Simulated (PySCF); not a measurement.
C5H7FO, SMILES F[C@]1(C=C)OCC1. Atoms are numbered in the order given.

```xyz
14

C      2.4749    -0.2909     0.1414
C      1.2664    -0.6306    -0.3003
C      0.0074     0.0862     0.0646
F      0.3081     1.2010     0.8017
C     -1.1588    -0.6942     0.6909
C     -1.9504    -0.1546    -0.5013
O     -0.7676     0.4352    -1.0524
H      2.6046     0.5645     0.8088
H      3.3654    -0.8506    -0.1544
H      1.1226    -1.4810    -0.9747
H     -1.4382    -0.3271     1.6863
H     -1.0222    -1.7830     0.7120
H     -2.7196     0.5999    -0.2664
H     -2.3816    -0.9090    -1.1787
```
Charge 0, spin multiplicity 1.

Coordinates come from a PBE0-D3(BJ)/def2-SVP optimisation. The structure was generated by enumeration; whether it is a known compound was not checked. One conformer was computed; it need not be the lowest.

All values below come from PySCF with PBE0/pcSseg-1.

GIAO shieldings, no solvent; atoms listed in one row are averaged. δ = σ(ref) − σ: ¹³C against TMS (σ = 186.3 ppm); ¹⁹F against CFCl3 (σ = 167.2 ppm); ¹⁷O against H2O (σ = 334.2 ppm); ¹H against TMS (σ = 31.56 ppm), references at their B3LYP-D3(BJ)/def2-TZVP geometries, non-relativistic.

| nucleus | atoms | count | δ (ppm) |
|---|---|---|---|
| ¹³C | C2 | 1 | 146.8 |
| ¹³C | C1 | 1 | 127.3 |
| ¹³C | C3 | 1 | 119.2 |
| ¹³C | C6 | 1 | 66.1 |
| ¹³C | C5 | 1 | 38.2 |
| ¹⁹F | F4 | 1 | -134.0 |
| ¹⁷O | O7 | 1 | 108.9 |
| ¹H | H10 | 1 | 6.33 |
| ¹H | H8 | 1 | 6.19 |
| ¹H | H9 | 1 | 5.83 |
| ¹H | H13 | 1 | 4.84 |
| ¹H | H14 | 1 | 4.55 |
| ¹H | H11, H12 | 2 | 2.94 |
